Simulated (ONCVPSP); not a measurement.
**Which change was made? (Ne, ONCV)**

* Element: Ne
* Generator: ONCVPSP 4.0.1
* Type: optimised norm-conserving Vanderbilt (ONCV)
* Functional: LDA (Perdew-Wang 92)
* Relativity: scalar-relativistic
* Frozen core: [He]
* Valence charge: 8
* Reference configuration: 2s2 2p4.5 (charge +1.5)
* Partial waves: 2s: rc 0.55 bohr, ncon 5, nbas 9, qcut 11.5 1/bohr, 2 projectors, debl 1.5 Ha; 2p: rc 1.40 bohr, ncon 4, nbas 7, qcut 8.2 1/bohr, 1 projector
* Local potential: polynomial inside 0.50 bohr (lpopt 5, dvloc0 0 Ha)
* Core correction: none

In the s channel the program set the typed energies aside and used -2.430, 0.250 Ha.

Cutoffs, loose and tight: the cutoffs (Ha) at which the residual kinetic energy of the hardest occupied pseudo-wave falls to 1 and 0.1 mHa per electron. They do not see the model core or the augmentation charge, which bear on the density cutoff. Test errors are all-electron minus pseudo excitation energies from the reference, over the configurations 2s2 2p6; 2s2 2p5; 2s2 2p4; 2s2 2p5.5; variants that change the core or the reference have their own tests.

The base gives: outcome: generated, projector energies reset by the program; cutoff, loose: 104 Ha; cutoff, tight: 635 Ha; bound ghosts: none; GHOST(+) flags above zero: s; largest test error (meV): +160.

After one change the result is: outcome: generated, projector energies reset by the program; cutoff, loose: 104 Ha; cutoff, tight: 635 Ha; bound ghosts: none; GHOST(+) flags above zero: s; largest test error (meV): +601. Which change was it?
A. p: rc 1.98
B. p: ncon 3, nbas 6
C. s: rc 0.72

A. The others give: p: ncon 3, nbas 6 → outcome: generated, projector energies reset by the program; cutoff, loose: 104 Ha; cutoff, tight: 635 Ha; bound ghosts: none; GHOST(+) flags above zero: s; largest test error (meV): +207 | s: rc 0.72 → outcome: generated, projector energies reset by the program; cutoff, loose: 69 Ha; cutoff, tight: 348 Ha; bound ghosts: none; GHOST(+) flags above zero: none; largest test error (meV): +160.
